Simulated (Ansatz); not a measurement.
PBE exchange is replaced step by step with exact exchange (0 % is PBE, 25 % PBE0; no dispersion term), basis def2-TZVPD, Ansatz. System: the cluster Mn2Cu⁻ (the lowest multiplicity 9 isomer of a short search). Charge -1, multiplicity 9. Geometry: PBE-D4/def2-TZVPD.

Geometry of the multiplicity 9:

```xyz
3

Cu    0.470   -0.747   -0.988
Mn   -0.279    1.468   -0.356
Mn   -0.192   -0.721    1.345
```

At PBE-D4/def2-TZVPD, PBE with 5 % exact exchange/def2-TZVPD, PBE with 10 % exact exchange/def2-TZVPD, PBE with 15 % exact exchange/def2-TZVPD and others the charge -1 multiplicity 9 is spin-contaminated (final ⟨S²⟩ up to 21.80, 20.00 for a pure state). At PBE-D4/def2-TZVPD, PBE with 5 % exact exchange/def2-TZVPD, PBE with 10 % exact exchange/def2-TZVPD, PBE with 15 % exact exchange/def2-TZVPD and others the highest occupied level of the charge -1 multiplicity 9 lies above zero (up to 1.02 eV). Its loss leaves the charge 0 multiplicity 10, which lies 1.01 eV higher (vertical, at PBE-D4/def2-TZVPD), but this difference is unsure: the multiplicity 10 is doubtful (geometry relaxed on an unsound state). The geometry of the multiplicity 9 was relaxed on an unsound state (⟨S²⟩ 20.87, where a pure state has 20.00). The structure comes from a short search, and lower isomers may exist.

HOMO and LUMO are taken over both spins.

```tsv
exact exchange (%)	HOMO (eV)	LUMO (eV)	gap (eV)	⟨S²⟩
0	1.02	0.67	-0.36	20.869
5	0.88	0.78	-0.10	21.007
10	0.75	0.89	0.14	21.139
15	0.62	1.00	0.38	21.266
25	0.39	1.21	0.83	21.494
35	0.16	1.43	1.27	21.659
50	-0.19	1.78	1.97	21.800
```
